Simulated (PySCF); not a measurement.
# Correlation energy of In⁺ (indium, charge +1)

[Kr] 4d10 5s2, closed-shell 1S. All numbers are calculated (PySCF 2.14, a scalar-relativistic core potential, in aug-cc-pVQZ-PP with ECP28MDF (7s7p5d3f2g, 92 functions)). Frozen: 4s2 4p6 4d10; 2 electrons correlated.

With two correlated electrons CCSD is exact within the correlated space (frozen core and kept virtual orbitals).

```csv
level,correlation energy (mhartree)
CCSD,-33.23
```

Diagnostics: T1 = 0.0066, D1 = 0.0093, largest double amplitude 0.095.

Q: Is a single reference adequate?

A: Mostly. T1 lies below 0.03, but a double amplitude of this size points to a near-degeneracy that CCSD handles and MP2 describes poorly.
